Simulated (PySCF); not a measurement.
CH₆O₃Si₂, SMILES O=CO[SiH2][SiH2]O.

The structure is a stationary point at PBE0-D3(BJ)/def2-SVP. The structure was generated by enumeration, and PubChem lists no compound with its InChIKey, so it may never have been made. Other conformers were not sampled.

Method: SMD-PBE0/def2-SVP (PySCF).

Solvation free energies are E(SMD) − E(gas) at the gas-phase geometry, for 1 M in both phases. In vacuum the dipole moment is 2.32 D.

```csv
solvent,ΔG(solv) (kcal/mol),its non-electrostatic (CDS) part,dipole (D)
water,-1.9,5.4,3.11
tetrahydrofuran,-3.3,-0.5,2.78
dimethylsulfoxide,-3.2,0.2,2.88
```
